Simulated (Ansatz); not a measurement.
Geometry optimisation, Ansatz 0.2.0, UKS B3LYP/STO-3G.

Input file:

```yaml
crystal:
  periodic: [false, false, false]
  atoms:
    - { symbol: F, position_ang: [-1.647, -0.6375, 1.6004] }
    - { symbol: C, position_ang: [-1.1917, -0.8539, 0.3568] }
    - { symbol: C, position_ang: [0.073, -1.6432, 0.2641] }
    - { symbol: C, position_ang: [0.8724, -0.6319, -0.2959] }
    - { symbol: C, position_ang: [-0.3979, 0.2771, -0.3817] }
    - { symbol: S, position_ang: [-0.2699, 1.8342, 0.6484] }
    - { symbol: S, position_ang: [0.9953, 2.9835, -0.5027] }
    - { symbol: H, position_ang: [-1.9456, -1.2367, -0.291] }
    - { symbol: H, position_ang: [0.3649, -2.6296, 0.6516] }
    - { symbol: H, position_ang: [1.8324, -0.5301, -0.5891] }
    - { symbol: H, position_ang: [-0.7849, 0.4869, -1.354] }
    - { symbol: H, position_ang: [2.1761, 2.5259, -0.0729] }
magnetization:
  spin_polarized: true
basis:
  gaussian: { orbitals: STO-3G }
hamiltonian:
  xc: b3lyp
relax:
  f_tol: 0.02
  max_steps: 40
```

Command:

```bash
$ ansatz run input.yaml --threads 1 --pin off --max-ram 2048MiB --backend cpu --events-out ev --progress --plain --runs-dir out
```

Q: Where does it end, and by what steps?

A: It converged. Limits of this set-up: minimal basis. After 14 steps the energy has fallen by 0.842 eV; H12 moved furthest, 0.23 Å. The start is strongly strained (largest force component 8 eV/Å).

```tsv
step	energy less start (eV)	largest force component (eV/Å)	accepted
0	0.0000	8.027	yes
1	-0.7145	1.387	yes
2	-0.7991	0.778	yes
3	-0.7338	1.629	no
4	-0.8369	0.162	yes
5	-0.8389	0.088	yes
6	-0.8397	0.031	yes
7	-0.8402	0.052	yes
8	-0.8410	0.074	yes
9	-0.8414	0.057	yes
10	-0.8414	0.105	no
11	-0.8419	0.027	yes
12	-0.8420	0.029	yes
13	-0.8421	0.022	yes
14	-0.8421	0.017	yes
```

```xyz
12
Properties=species:S:1:pos:R:3
F -1.758 -0.582 1.602
C -1.204 -0.868 0.351
C 0.112 -1.709 0.314
C 0.837 -0.740 -0.270
C -0.301 0.307 -0.313
S -0.167 1.800 0.764
S 0.858 3.089 -0.554
H -1.999 -1.240 -0.345
H 0.325 -2.741 0.624
H 1.873 -0.688 -0.632
H -0.621 0.595 -1.334
H 2.121 2.721 -0.173
```

Whether the end is a true minimum wasn't checked by a vibrational analysis.

Time of the run: 2.5 min on 1 thread of Arm Neoverse N1, on a shared host, peak memory 0.21 GiB.
